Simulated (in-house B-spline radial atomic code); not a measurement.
Configurations of the neodymium ion Nd⁶⁺, with energies counted from [Kr] 4d10 4f2 5s2 5p4. Level of theory: Dirac-Hartree-Fock, average of configuration, Fermi nucleus of rms radius 4.9123 fm; calculated with a radial B-spline atomic code at the basis-set limit. Energies include first-order Breit, QED and recoil terms.

Occupations are held fixed; configurations that lie above the ionisation limit could autoionise.

```
            configuration  E - E(ref) (eV)  highest orbital  its <r> (bohr)
[Kr] 4d10 4f2 5s2 5p3 6s1           41.929            6s1/2             2.7
[Kr] 4d10 4f2 5s2 5p3 6d1            60.18            6d5/2           3.634
[Kr] 4d10 4f1 5s2 5p4 8d1           73.469            8d5/2           8.192
[Kr] 4d10 4f1 5s2 5p4 9s1           74.597            9s1/2           9.187
[Kr] 4d10 4f2 5s2 5p3 8s1           74.757            8s1/2           6.636
[Kr] 4d10 4f1 5s2 5p4 8g1           79.594            8g7/2           11.95
[Kr] 4d10 4f2 5s2 5p3 7g1           82.596            7g7/2           8.819
[Kr] 4d10 4f2 5s2 5p3 9d1           84.077            9d5/2            11.2
[Kr] 4d10 4f2 5s2 5p3 8g1            85.85            8g7/2           11.99
```

Order these further configurations by energy, lowest first.
A. [Kr] 4d10 4f3 5s2 5p3
B. [Kr] 4d10 4f2 5s2 5p3 8d1
C. [Kr] 4d9 4f2 5s2 5p4 8g1
D. [Kr] 4d9 4f3 5s2 5p4
E. [Kr] 4d10 4f2 5s2 5p3 9g1

A (12.388 eV), B (79.822 eV), E (88.083 eV), D (122.96 eV), C (203.26 eV).

How far above the reference does [Kr] 4d10 4f2 5s2 5p3 5g1 lie?

69.414 eV; its least bound orbital is 5g7/2 with <r> = 3.796 bohr.

How far above the reference does [Kr] 4d10 4f2 5s2 5p3 7d1 lie?

72.872 eV; its least bound orbital is 7d5/2 with <r> = 5.732 bohr.

How far above the reference does [Kr] 4d9 4f2 5s2 5p4 7s1 lie?

181.08 eV; its least bound orbital is 7s1/2 with <r> = 4.421 bohr.
